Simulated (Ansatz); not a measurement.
The same path of CH5AlBNO (10 atoms, charge 0, multiplicity 1) was run 3 times with different band settings. The coordinate that changes most is the dihedral H9–C4–O5–H10.

All numbers below come from RKS B3LYP-D4/def2-SVP in Ansatz.

Relaxed end points:

```xyz
10
Properties=species:S:1:pos:R:3
B 0.257 1.323 0.929
N -0.112 0.023 0.572
Al -0.496 -1.719 0.601
C -0.345 -0.468 -0.857
O 0.793 -0.494 -1.660
H 0.433 1.610 2.092
H 0.393 2.169 0.066
H -0.652 -2.982 1.520
H -1.185 0.072 -1.328
H 0.997 0.415 -1.932
```

```xyz
10
Properties=species:S:1:pos:R:3
B 0.252 1.316 1.083
N -0.093 0.046 0.592
Al -0.533 -1.689 0.506
C -0.274 -0.301 -0.845
O 0.943 -0.204 -1.539
H 0.381 1.471 2.277
H 0.390 2.247 0.321
H -0.663 -2.955 1.432
H -1.076 0.277 -1.338
H 0.757 -0.260 -2.485
```

Common settings: movable images 9; climbing image yes; start path IDPP; force threshold 0.05 eV/Å; iteration limit 60; end points relaxed.

| run | spring | optimiser | largest step |
| --- | --- | --- | --- |
| 1 | 5.0 eV/Å² | quadratic models (default) | default |
| 2 | 2.0 to 10.0 eV/Å², energy-weighted | quadratic models (default) | default |
| 3 | 5.0 eV/Å² | fire | 0.5 Å |

(1) What does each run give, and how far can it be trusted?

## Answers

(1) Run 1: converged after 6 iterations, highest image 0.098 eV above the first end. The top lies less than 8 meV above the higher end, about what the thresholds resolve: that end is a shoulder or a very shallow well. A vibrational analysis at the climbing image gives one clearly imaginary mode, 167i cm⁻¹: a first-order saddle point.
Run 2: converged after 10 iterations, highest image 0.097 eV above the first end. The top lies less than 8 meV above the higher end, about what the thresholds resolve: that end is a shoulder or a very shallow well. Another band between the same ends (9 images) ends at a top of the same energy, where a vibrational analysis finds 1 clearly imaginary mode.
Run 3: converged after 18 iterations, highest image 0.098 eV above the first end. The top lies less than 8 meV above the higher end, about what the thresholds resolve: that end is a shoulder or a very shallow well. Another band between the same ends (9 images) ends at a top of the same energy, where a vibrational analysis finds 1 clearly imaginary mode.
